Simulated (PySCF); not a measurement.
Point groups of optimised structures. Theory: PBE0/pcSseg-1 in PySCF (dipole) on a GFN2-xTB geometry, gas phase. The symmetry is that of the one conformer found, every atom within 0.08 Å of its image; none is proved a minimum here.

Problem. Point group, rotor type and polarity of `[CH2:1]=[CH:2][c:3]1[cH:4][n:5][n:6]([CH:7]([CH3:8])[CH3:9])[cH:10]1` with C1–C2–C3–C4 180°, N5–N6–C7–C8 61°?

Solution. Cs; near-prolate asymmetric top; symmetry number 1; 2 operations, which sort the 22 atoms into 18 sets; dipole 2.15 D, in the ab plane, which is the mirror; heavy atoms equivalent by symmetry: C8/C9.

Problem. `[CH3:1][C:2](=[O:3])/[CH:4]=[CH:5]/[Cl:6]` with C1–C2–C4–C5 179°, H–C1–C2–O3 0° (nearest H): symmetry, top, dipole?

Solution. Cs; near-prolate asymmetric top; symmetry number 1; 2 operations, which sort the 11 atoms into 10 sets; dipole 2.33 D, in the ab plane, which is the mirror.

Problem. Point group, rotor type and polarity of `[CH:1]#[C:2][CH2:3][NH:4][N:5]=[C:6]1[CH2:7][CH2:8][CH2:9][CH2:10]1` with C2–C3–N4–N5 -159°, C3–N4–N5–C6 -161°, N5–C6–C7–C8 -175°, C6–C7–C8–C9 -27°, C7–C8–C9–C10 39°, C8–C9–C10–C6 -35°?

Solution. C1; near-prolate asymmetric top; symmetry number 1; this conformer is chiral (no improper operation); dipole 1.87 D; A, B, C = 4692, 522.0, 483.1 MHz.

Problem. `CC(c1ccnnc1)(C)C`: symmetry, top, dipole?

Solution. Cs; asymmetric top; symmetry number 1; 2 operations, which sort the 22 atoms into 17 sets; dipole 4.91 D, in the ab plane, which is the mirror.

Problem. What symmetry has `[OH:1][c:2]1[cH:3][c:4]([F:5])[cH:6][c:7]([CH:8]([F:9])[F:10])[cH:11]1` with H–O1–C2–C3 0°, C6–C7–C8–F9 122°?

Solution. Cs; asymmetric top; symmetry number 1; 2 operations, which sort the 16 atoms into 15 sets; dipole 2.50 D, in the ab plane, which is the mirror; heavy atoms equivalent by symmetry: F9/F10.
